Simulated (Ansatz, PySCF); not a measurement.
This PySCF input computes a PBE/def2-TZVPD energy:

```python
from pyscf import gto, scf, dft

mol = gto.M(
    atom='''
    B     0.04258959    0.75223681   -0.02933815
    O     1.39717773    0.54891874   -0.05499463
    C     1.98046181   -0.67390060   -0.02334560
    O    -0.79621940   -0.30712183    0.03112602
    C    -2.20876134   -0.15348079    0.06007564
    H    -0.34534936    1.87891785   -0.06217413
    H     3.05686825   -0.67506447   -0.04976574
    H     1.36564447   -1.55861766    0.02504349
    H    -2.63776068   -0.67136997   -0.79836622
    H    -2.59416205   -0.60467550    0.97498639
    H    -2.49605805    0.89953864    0.02753568
    ''',
    basis='def2-tzvpd',
    charge=0,
    spin=1,
    verbose=4,
)

mf = dft.UKS(mol, xc='pbe').density_fit(auxbasis='def2-universal-jkfit')
mf.grids.level = 3
mf.conv_tol = 1e-9
mf.max_cycle = 100
mf.max_memory = 1500
mf.kernel()
if not mf.converged:
    mf = mf.newton()
    mf.kernel(mf.make_rdm1())
for _ in range(2):
    mo, _, stable, _ = mf.stability(return_status=True)
    if stable:
        break
    mf.kernel(mf.make_rdm1(mo, mf.mo_occ))
mf.analyze()
```

Q: Write an input for the same energy in Ansatz (a quantum-chemistry and plane-wave program) and say what it gives.

A: 
Ansatz 0.2 input:
```yaml
crystal:
  periodic: [false, false, false]
  atoms:
    - {symbol: B, position_ang: [0.04258959, 0.75223681, -0.02933815]}
    - {symbol: O, position_ang: [1.39717773, 0.54891874, -0.05499463]}
    - {symbol: C, position_ang: [1.98046181, -0.67390060, -0.02334560]}
    - {symbol: O, position_ang: [-0.79621940, -0.30712183, 0.03112602]}
    - {symbol: C, position_ang: [-2.20876134, -0.15348079, 0.06007564]}
    - {symbol: H, position_ang: [-0.34534936, 1.87891785, -0.06217413]}
    - {symbol: H, position_ang: [3.05686825, -0.67506447, -0.04976574]}
    - {symbol: H, position_ang: [1.36564447, -1.55861766, 0.02504349]}
    - {symbol: H, position_ang: [-2.63776068, -0.67136997, -0.79836622]}
    - {symbol: H, position_ang: [-2.59416205, -0.60467550, 0.97498639]}
    - {symbol: H, position_ang: [-2.49605805, 0.89953864, 0.02753568]}
basis:
  gaussian:
    orbitals: def2-TZVPD
hamiltonian:
  xc: {name: PBE}
magnetization: {spin_polarized: true, initial_magnetization: 1}
output: {forces: true}
```
It gives -254.92307 Eh, and PySCF -254.92321 Eh, a difference of 0.14 mEh, from the treatment of integrals and grids.

It need not be the lowest isomer of its formula.
